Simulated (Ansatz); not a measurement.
B₆Os⁻, relaxed as a doublet with UKS PBE-D4/def2-SVPD in Ansatz, starting from the GFN1-xTB geometry. Force threshold 0.02 eV/Å.

In the def2 sets Os takes a core potential; there is no spin–orbit coupling. The charge -1 doublet is spin-contaminated (final ⟨S²⟩ up to 0.98, 0.75 for a pure state). The highest occupied level of the charge -1 doublet lies above zero (up to 0.27 eV). The electron is either unbound and held by the finite basis, or the level is raised by self-interaction error. Another isomer (doublet) lies 0.97 eV lower at PBE0-D4/def2-TZVPD; other spin states weren't run for this one.

Start:

```csv
atom,x (Å),y (Å),z (Å)
Os1,-0.8323,-1.5944,0.6127
B2,-0.6857,-0.2448,-1.0666
B3,1.2578,0.8095,-0.1390
B4,-0.1313,1.3366,-0.6781
B5,0.5402,-0.0316,1.1742
B6,-1.0178,0.5551,0.5681
B7,0.8691,-0.8304,-0.4713
```

```csv
step,energy (eV),largest force component (eV/Å),SCF passes
1,-6511.4401,3.960,47
2,-6512.0055,0.480,41
3,-6512.0603,0.279,39
4,-6512.1082,0.426,51
5,-6512.1575,0.819,75
6,-6512.4579,2.115,82
7,-6512.8025,1.903,90
8,-6513.1801,1.076,61
9,-6513.2789,0.574,60
10,-6513.3326,0.644,53
11,-6513.3569,0.097,49
12,-6513.3581,0.033,43
13,-6513.3583,0.038,40
14,-6513.3583,0.006,39
```

Force components are those of the run's own axes.

End:

```xyz
7

Os   -0.7492   -1.4900    0.6643
B    -0.3546   -0.0775   -0.9100
B     1.2212    0.5468   -0.5637
B    -0.1492    1.4405   -0.1056
B     0.3858    0.1612    0.8404
B    -1.3541    0.4767    0.4302
B     1.0001   -1.0578   -0.3555
```

Bonds formed: B2–B3, B2–B5, B4–B5 (atoms count from 1).

No frequencies were taken in this run, so the end may be a saddle point.

Hardware: 4 threads of Intel Xeon on a shared host. Wall time 2.2 min.
